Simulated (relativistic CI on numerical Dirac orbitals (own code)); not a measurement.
Computed by Dirac-Coulomb-Breit CI, orbitals from a KLI potential per configuration, QED by a radiative potential, unscaled Slater integrals (own radial code, finite nucleus).

Configuration list (outside the closed core [Ar] 3d10): 4s2.4p6.4d9, 4s2.4p6.4d8.4f, 4s2.4p5.4d10, 4s.4p6.4d10, 4s2.4p5.4d9.4f, 4s.4p6.4d9.4f, 4s2.4p6.4d8.5s, 4s2.4p6.4d7.4f.5s, 4s2.4p6.4d8.5p, 4s2.4p5.4d9.5s, 4s2.4p6.4d8.5f, 4s2.4p6.4d7.5s.5p, 4p6.4d10.4f, 4s2.4p5.4d9.5d, 4s.4p6.4d9.5s, 4s2.4p6.4d8.6p, 4p6.4d10.5p, 4p6.4d9.4f2, 4p6.4d8.4f3, 4p5.4d10.4f2, 4p5.4d9.4f3, 4p6.4d8.4f2.5s, 4p6.4d10.5s, 4p5.4d10.4f.5s, 4p6.4d9.5s2, 4p6.4d8.4f.5s2, 4p5.4d10.5s2, 4p5.4d9.4f.5s2. Double excitations out of closed p, d and f shells are left out; levels of such configurations are missing from the list, as are those of other unlisted configurations, and high levels can miss mixing partners. These lack a partner that the ground configuration has and come out too high: 4s2.4p6.4d8.5p, 4s2.4p5.4d9.5s, 4s2.4p6.4d8.5f, 4s2.4p5.4d9.5d, 4s2.4p6.4d8.6p.

At this charge energies of transitions that change n are usually good to better than 1 %, and those within a shell (Δn = 0) to a few per cent.

Outline of the computed level scheme of Tl XXXVII. Lowest level of each configuration: 4s2.4p6.4d9 2D_5/2 at 0.000 eV; 4s2.4p5.4d10 2P°_3/2 at 220.064 eV; 4s2.4p6.4d8.4f 4F°_5/2 at 225.218 eV.

Some strong electric-dipole decays among the lowest 45 levels: 4s2.4p6.4d8.4f 4F°_5/2 → 4s2.4p6.4d9 2D_5/2 (1.1e+11 s⁻¹); 4s2.4p6.4d8.4f 4G°_7/2 → 4s2.4p6.4d9 2D_5/2 (1.1e+11 s⁻¹); 4s2.4p6.4d8.4f 2P°_3/2 → 4s2.4p6.4d9 2D_5/2 (9.7e+10 s⁻¹); 4s2.4p5.4d10 2P°_3/2 → 4s2.4p6.4d9 2D_5/2 (3.8e+10 s⁻¹); 4s2.4p6.4d8.4f 4D°_3/2 → 4s2.4p6.4d9 2D_5/2 (1.8e+10 s⁻¹); 4s2.4p6.4d8.4f 2S°_1/2 → 4s2.4p6.4d9 2D_3/2 (1.3e+10 s⁻¹); 4s2.4p6.4d8.4f 2F°_5/2 → 4s2.4p6.4d9 2D_5/2 (1.1e+10 s⁻¹); 4s2.4p6.4d8.4f 2D°_3/2 → 4s2.4p6.4d9 2D_5/2 (7.6e+09 s⁻¹).

LS names give the leading component of a level, which can be under half, so a name can repeat, a term be missing and a line seem to break the LS rules.
